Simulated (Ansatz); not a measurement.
`CSC[SeH]` and `CSC[CH2][AlH2]` differ in one atom or group.

Ansatz, PBE0-D4/def2-TZVP geometries, multiplicity 1. Each molecule was computed in one conformer, which needn't be the lowest. `CSC[CH2][AlH2]` holds a close contact that its SMILES doesn't draw: Al···S 2.49 Å.

Scalar relativity is left out up to krypton. Spin–orbit coupling is left out; it splits and shifts lone-pair levels of the heavy atoms by tenths of an eV.

| property | `CSC[SeH]` |
| --- | --- |
| size of the dipole moment (B3LYP/def2-TZVPP) / D | 0.82 |
| HOMO–LUMO gap (PBE/def2-TZVPP) / eV | 4.10 |
| size of the dipole moment (ωB97M-V/def2-TZVPP) / D | 0.78 |
| LUMO energy (PBE0/def2-TZVPP) / eV | -0.25 |
| LUMO energy (PBE/def2-TZVPP) / eV | -1.15 |
| HOMO–LUMO gap (B3LYP/def2-TZVPP) / eV | 5.69 |

(1) What does the change do to each property? (Estimate.)

Answers

(1) Ansatz gave: 
```
                                          property  `CSC[CH2][AlH2]`  shift
  size of the dipole moment (B3LYP/def2-TZVPP) / D              3.45   2.63
               HOMO–LUMO gap (PBE/def2-TZVPP) / eV              4.97   0.87
size of the dipole moment (ωB97M-V/def2-TZVPP) / D              3.45   2.67
                LUMO energy (PBE0/def2-TZVPP) / eV             -0.01   0.24
                 LUMO energy (PBE/def2-TZVPP) / eV             -0.94   0.21
             HOMO–LUMO gap (B3LYP/def2-TZVPP) / eV              6.68   0.99
```

With PBE0 the HOMO falls by 0.72 eV and the LUMO rises by 0.24 eV, so the gap widens by about 0.96 eV. PBE moves the HOMO by -0.66 eV and ωB97M-V by -0.79 eV. Dipoles are sizes alone; their direction can turn.

B3LYP here is the variant with VWN-RPA as its local correlation; programs differ in this.
